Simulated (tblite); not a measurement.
`C=C[P@](=O)(O)CCCC`. Structure optimised with GFN2-xTB, isolated species.

```
atom  x, y, z in Å
C1     4.0260    0.4191   -0.6621
C2     2.8277    0.4610   -1.2132
P3     1.5000   -0.5862   -0.5463
O4     1.9061   -1.5130    0.5166
O5     0.9596   -1.3855   -1.8485
C6     0.1001    0.5356   -0.1578
C7    -1.0537   -0.2986    0.3816
C8    -2.2545    0.5540    0.7839
C9    -3.4114   -0.3053    1.2794
H10    4.8578    1.0061   -1.0182
H11    4.2019   -0.2256    0.1842
H12    2.5918    1.0815   -2.0645
H13    1.1787   -2.3112   -1.7264
H14    0.4466    1.2539    0.5878
H15   -0.1887    1.0773   -1.0585
H16   -1.3590   -1.0153   -0.3851
H17   -0.6990   -0.8687    1.2435
H18   -2.5825    1.1440   -0.0755
H19   -1.9567    1.2522    1.5695
H20   -3.7384   -0.9899    0.4999
H21   -3.1071   -0.8923    2.1429
H22   -4.2556    0.3174    1.5660
```

What is the repulsion energy of the bare nuclei, Σ ZA·ZB/RAB?

564.40 Eh over 231 pairs, with full nuclear charges and distances in bohr; the largest single term is 43.27 Eh (P3 with O4).

Work out the bond lengths C1=C2, C1–H10, C2–P3, C7–C8, C7–H16, C8–H19 in Å.

For C1=C2 the difference vector is (-1.1983, 0.0419, -0.5511) Å, of length 1.3196 Å. C1=C2 1.320; C1–H10 1.079; C2–P3 1.818; C7–C8 1.527; C7–H16 1.093; C8–H19 1.092 Å.

Give the dihedral angles H12–C2–P3–O5, H14–C6–C7–H16, C6–C7–C8–H18.

H12–C2–P3–O5 52° (synclinal); H14–C6–C7–H16 -179° (antiperiplanar); C6–C7–C8–H18 57° (synclinal). Dihedral signs follow IUPAC: positive where, seen along the central bond, the front bond turns clockwise onto the rear one.

Where is the centre of mass (commonest isotopes), and what is the radius of gyration?

Mass 148.065 u; centre at (0.611, -0.319, -0.215) Å; Rg = √(Σ m r²/M) = 2.500 Å. As Ia + Ib + Ic = 2 Σ m r², the three principal moments sum to 1850.6 u·Å².

How far apart are these pairs, which share no bond: C1···P3, O4···H14, H11···H18, H12···H15, H18···H21?

C1···P3 2.721 Å (2 bonds apart); O4···H14 3.129 Å (3 bonds apart); H11···H18 6.926 Å (7 bonds apart); H12···H15 2.957 Å (4 bonds apart); H18···H21 3.057 Å (3 bonds apart).

Write the matrix of distances between heavy atoms (Å, lower triangle).

```
C1    0.000
C2    1.320  0.000
P3    2.721  1.818  0.000
O4    3.101  2.782  1.468  0.000
O5    3.751  2.702  1.621  2.551  0.000
C6    3.960  2.926  1.836  2.813  2.700  0.000
C7    5.235  4.264  2.732  3.202  3.195  1.523  0.000
C8    6.446  5.461  4.143  4.653  4.585  2.536  1.527  0.000
C9    7.721  6.762  5.247  5.506  5.482  3.886  2.523  1.524  0.000
```

Its GFN2-xTB frequencies are all real (lowest 40 cm⁻¹). One conformer, not necessarily the lowest. 3 starts were optimised and ended at 0.00, 0.33 and 3.53 kcal/mol (GFN2-xTB); the lowest of these is shown.

Hardware: one thread of an Arm Neoverse V1, no GPU, shared host with 32 logical CPUs at a one-minute load of 16. Cost: 0.71 s of wall time. That covers the optimisation of the geometry.

The numbers are calculated, not measured.
